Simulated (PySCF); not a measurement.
Vertical excitations of a molecule C2H4F2OSi from TDA-PBE/def2-SVPD (PySCF), as energy in eV (oscillator strength): 3.17 (0.001), 5.55 (0.005), 5.76 (0.007), 5.97 (0.000), 6.03 (0.001), 6.21 (0.139), 6.63 (0.216), 6.80 (0.001), 6.92 (0.009), 6.97 (0.004). Lowest triplet (TDA): 2.49 eV. Geometry: B3LYP-D3(BJ)/def2-SVP. One conformer was computed; it need not be the lowest.

Which structure fits?
A) CC(=O)[SiH](F)F
B) O=C([SiH3])C(F)F
C) C=C(F)[Si@@H](O)F
D) O[Si@H](F)/C=C\F

B, O=C([SiH3])C(F)F
